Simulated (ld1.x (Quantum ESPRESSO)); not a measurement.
## LDA (PZ) TM dataset for Ho (Z = 67), fully relativistic all-electron reference.

holmium (Ho), norm-conserving Troullier–Martins (Kleinman–Bylander form), made with ld1.x (Quantum ESPRESSO) 7.5 (LDA (PZ), fully relativistic). Core [Xe] 4f10, reference 5d1 6s2 6p0. Waves: 6s (bound): rc 2.55 bohr; 6p (bound, empty): rc 3.90 bohr; 5d (bound): rc 2.30 bohr. Local part: the d channel. Core correction: a·sin(br)/r model core, default radius (core density twice the valence density).

Open shells are filled in proportion to 2j + 1 (rel_dist='average').

All-electron outer shells of the reference configuration (LDA (PZ), scalar-relativistic, ld1.x):

| shell | level (eV) | outermost node (bohr) | outermost maximum (bohr) |
| --- | --- | --- | --- |
| 5p | -29.24 | 0.66 | 1.28 |
| 4f | -9.55 | – | 0.52 |
| 6s | -4.49 | 1.52 | 3.18 |
| 5d | -2.37 | 0.74 | 1.91 |
| 6p | -1.39 | 1.83 | 4.46 |

(1) Estimate the cutoffs (Ry, on a coarse ladder) from which the occupation-weighted sum of valence levels, in a spherical-Bessel basis at the reference potential, stays within 10 and 1 mRy of its value at 400 Ry.

(2) What does a ghost test show?

(3) Which valence shell sets the plane-wave cutoff?

## Answers

(1) 18 Ry and 25 Ry.

(2) Ghost states, extra bound levels that the all-electron valence spectrum of the same l lacks: s at -27.7 eV, p3/2 at -5.4 eV, p1/2 at -0.91 eV. A true bound ghost makes a file unfit for plane-wave use. The logarithmic derivative shows an extra or strongly shifted pseudo pole above the reference energy (p1/2 near -0.07 Ry).

(3) 5d: its level needs 21 Ry to come within 1 mRy, against 15 Ry for 6s.

Its largest configuration-test error is -52 meV (5d1 6s0 6p0). 2 of 7 tests not solved or not reliable. Not counted: 5d0 6s2 6p1 (solver errors, printed error -2.2 eV); 5d1 6s0 6p1 (solver errors, printed error -2.3 eV).
